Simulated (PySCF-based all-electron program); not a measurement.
## Bond force of TlF, singlet

All-electron Kohn–Sham DFT on the free molecule, computed near the basis limit with an in-house program on PySCF integrals; Koelling–Harmon scalar relativity, no spin–orbit coupling, spin-restricted. Forces are good to about 0.007 eV/Å. A positive force pushes the atoms apart.

```json
{"r (Å)": "1.8756", "PBE (eV/Å)": "5.990", "r2SCAN (eV/Å)": "5.626"}
{"r (Å)": "2.084", "PBE (eV/Å)": "0.608", "r2SCAN (eV/Å)": "0.260"}
{"r (Å)": "2.2924", "PBE (eV/Å)": "-1.414", "r2SCAN (eV/Å)": "?"}
```

(1) What does r2SCAN give at the lengths left open?

(2) Between which listed lengths does the r2SCAN force vanish, and at which of the two is it smaller?

Answers

(1) 2.2924 Å: -1.709 eV/Å.

(2) Between 2.084 and 2.292 Å. The force is smaller at 2.084 Å.
